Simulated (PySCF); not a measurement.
# Telling isomers of C5H6F2 apart by NMR

Calculated, not measured (PySCF 2.14): PBE0-D3(BJ)/def2-SVP geometry, shielding tensors at PBE0/pcSseg-1 (GIAO), couplings computed with B3LYP/pcJ-1 (spin–dipole term left out of most H,H and C,H couplings). Relativity neglected, rapidly exchanging positions averaged, no solvent, one conformer.

Scale: ¹H and ¹³C against TMS (reference shieldings calculated alike). Multiplet labels drop J under 1 Hz and among equivalent protons, and merge close values. Unscaled 3J(H,H) run several per cent high. Vicinal couplings that depend on rotamer populations or ring flexing (ring, CH–CH, X–H and H–F types) are those of the one conformer. One-bond C–F couplings are unscaled and too large by tens of Hz. Shifts are as computed. Against solution values, carbons near 30 ppm lie about +2 ppm off and those near 130 ppm about +5 ppm. Of 1309 compounds with measured shifts, 239 miss one by over three times the rms of a fit or turn the order of signals round; such compounds aren't used in these exercises.

(1) Tabulate the signals of `C=CC(=C)C(F)F`, `C=C/C=C/C(F)F` and their relative energies.

(2) What is the quickest way to tell C=CC(=C)C(F)F from C=C/C=C/C(F)F?

Answers

(1) 
```tsv
SMILES	carbon types	δC	δH	E rel. (kcal/mol)
C=CC(=C)C(F)F	1×C 2×CH 2×CH2	148.0, 142.1, 127.5, 125.3, 115.5	6.47 (m, 1H), 6.16 (tt, 1H), 6.02 (q, 1H), 5.77 (dt, 1H), 5.59 (m, 1H), 5.58 (m, 1H)	2.1
C=C/C=C/C(F)F	4×CH 1×CH2	143.5, 142.0, 133.3, 131.0, 115.7	6.71 (m, 1H), 6.53 (m, 1H), 6.24 (ttt, 1H), 5.72 (dtq, 1H), 5.66 (m, 1H), 5.65 (m, 1H)	0.0
```

Energies are electronic energies at PBE0/pcSseg-1 on these geometries, without zero-point or thermal terms, each for the one conformer computed, which needn't be the lowest.

(2) Both give the same number of carbon signals, but DEPT or the intensities differ. The first has a fully substituted alkene carbon (C) at 148.0 ppm, the second an alkene CH at 133.3 ppm. Their most deshielded carbons lie at 148.0 and 143.5 ppm.
